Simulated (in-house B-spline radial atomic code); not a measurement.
What moves the levels of P IV (P3+) ([Ne] 3s2)? Level of theory: Dirac-Hartree-Fock, average of configuration, Fermi nucleus of rms radius 3.1889 fm; calculated with a B-spline radial code for spherical atoms.

Baseline run (computed): total energy -339.4105 hartree, 1s1/2 at -81.6894 hartree, 3s1/2 at -50.003 eV with <r> = 1.692 bohr.

Scaling the speed of light c (a factor of 100 is close to the non-relativistic limit):

| c/c0 | ΔE (hartree) | 3s1/2 level (eV) | 3s1/2 <r> (bohr) |
| --- | --- | --- | --- |
| 0.95 | -0.092132 | -50.0165 | 1.691 |
| 0.98 | -0.03515 | -50.0084 | 1.692 |
| 1.02 | 0.033087 | -49.9987 | 1.692 |
| 2 | 0.63641 | -49.9132 | 1.695 |
| 100 | 0.84722 | -49.8833 | 1.696 |

Changing the nucleus:

```csv
nucleus,ΔE (eV)
Gaussian nucleus of rms radius 0.01 fm,-0.00744
Fermi nucleus of rms radius 3.1251 fm,-0.000293
Fermi nucleus of rms radius 3.2527 fm,0.000299
```

A larger nucleus binds the electrons less, roughly as the density at the nucleus times the change of the nuclear <r²>. A radius of 0.01 fm is nearly a point.

(1) The nuclear charge is raised by 0.1. What does the Hellmann-Feynman theorem predict for the energy, and what is found?

## Answers

(1) dE/dZ ≈ -Σ<1/r>, which is -52.933 at the start and -53.3623 at the end; their mean times 0.1 is -5.3148 hartree, and the two runs differ by -5.3148 hartree.
